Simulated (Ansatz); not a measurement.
Consider the isomerisation: `CC[SiH](N)F` → `CC(F)[SiH2]N`.

Gas-phase electronic energies from Ansatz, PBE0-D4/def2-TZVP geometries. CBS: MP2 limit from def2 TZ/QZ plus the TZ coupled-cluster correction, frozen cores. DFT in def2-TZVPP. One conformer a species, not always the lowest.

```csv
level,ΔE (eV),difference from CCSD(T)/CBS
r2SCAN-D4,2.59,-0.06
PBE0-D4,2.54,-0.11
B2PLYP,2.62,-0.03
PBE,2.46,-0.19
PBE0,2.54,-0.11
SCS-MP2/def2-TZVPP,2.67,0.02
CCSD(T)/def2-TZVPP,2.63,-0.02
HF/def2-QZVPP,2.65,0.00
MP2/def2-QZVPP,2.77,0.12
MP2/CBS(def2),2.77,0.12
CCSD(T)/CBS,2.65,0
```

Largest T1 diagnostic among the species: 0.011.

From PBE to PBE0 (25 % exact exchange), in def2-TZVPP and without D4, ΔE moves by +0.08 eV.

CCSD(T)/CBS has its own doubt, a few kJ/mol and more with outer-core shells, so smaller differences from it don't rank the levels.
